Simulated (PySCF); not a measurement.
**UHF on P (phosphorus, neutral)**

Configuration: [Ne] 3s1 3p3 3d1, high-spin 6D determinant (an excited configuration). Calculation: PySCF 2.14, in aug-cc-pV(Q+d)Z with one added diffuse shell each of s, p, d, f, g type (8s7p6d4f3g, 114 functions); no relativity, point nucleus.

| Quantity | Value |
| --- | --- |
| Total energy | -340.282119 hartree |
| One-electron energy | -468.0183 hartree |
| Hartree (Coulomb) energy | 150.3533 hartree |
| Exchange energy | -22.6172 hartree |
| Kinetic energy | 340.29185 hartree |
| ⟨S²⟩ | 8.7500 |
| ⟨L²⟩ | 6.015 |
| Sum of ⟨r⟩ | 18.17 bohr |
| Sum of ⟨r²⟩ | 64.19 bohr² |
| Traceless quadrupole moment −½Σ⟨3z² − r²⟩ along its main axis | 12.1 e·bohr² |
| Density at the nucleus (Gaussians lack the cusp) | 2160 bohr⁻³ |
| Spin density at the nucleus | 6.26 bohr⁻³ |
| Langevin diamagnetic susceptibility | -50.8 ×10⁻⁶ cm³/mol |

```
shell  electrons  mean orbital energy (hartree)  spread (hartree)  rms radius, mean of both spins (bohr)
 1s α          1                      -80.22547                 0                                  0.120
 1s β          1                      -80.18468                 0                                  0.120
 2s α          1                       -7.76151                 0                                  0.563
 2s β          1                       -7.69900                 0                                  0.563
 2p α          3                       -5.66217           0.00109                                  0.539
 2p β          3                       -5.59916           0.00128                                  0.539
 3s α          1                       -1.05738                 0                                   1.96
 3p α          3                       -0.58704           0.00236                                   2.29
 3d α          1                       -0.07285                 0                                   6.50
```

The outer electron is Rydberg-like, and this basis confines it to a smaller radius and binds it less than a complete one would.

Spin-orbit constants ζ (cm⁻¹) from the X2C one-electron operator on these orbitals (non-relativistic here): bare nucleus, nucleus screened by l(l+1)(2l+1)/3 electrons, and screened by the Breit-Pauli mean field of the electrons.

| shell | bare | screened nucleus | mean field |
| --- | --- | --- | --- |
| 2p | 5397 | 4677 | 4350 |
| 3p | 354.1 | 306.9 | 281.4 |
| 3d | 3.640 | 1.213 | 0.5672 |

To first order the Landé constant is A = 0.1134 cm⁻¹, so the lowest level has J = 1/2 and lies 9.85e-05 eV below the centre of the term. This holds in LS coupling only.
